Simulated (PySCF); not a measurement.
**Working out the ionisation energy of P⁺**

P⁺ [Ne] 3s2 3p2 (3P) → P²⁺ [Ne] 3s2 3p1 (2P). All numbers are calculated (PySCF 2.14, scalar relativity by spin-free X2C-1e, in cc-pVTZ-DK (5s4p2d1f, 34 functions)). Frozen: [Ne]. Energies in hartree (1 hartree = 27.21139 eV):

```json
{"part": "UHF", "P⁺ (lower)": "-341.167468", "P²⁺ (upper)": "-340.463671"}
{"part": "CCSD correlation", "P⁺ (lower)": "-0.082341", "P²⁺ (upper)": "-0.064543"}
{"part": "(T)", "P⁺ (lower)": "-0.002273", "P²⁺ (upper)": "-0.001024"}
```

Q: What does Hartree-Fock give?

A: (-340.463671) − (-341.167468) = 0.703797 hartree = 19.151 eV.

Q: What do CCSD and CCSD(T) give?

A: The CCSD correlation energies differ by 0.017798 hartree = 0.484 eV and the triples by 0.001249 hartree = 0.034 eV, so CCSD gives 19.635 eV and CCSD(T) 19.669 eV.

Reference: 19.769 eV (semi-empirical (NIST evaluation); NIST Atomic Spectra Database, ionization energies), between the lowest levels; spin-orbit coupling is absent from the calculation.

What remains against the reference includes basis incompleteness, the frozen core and higher excitations.
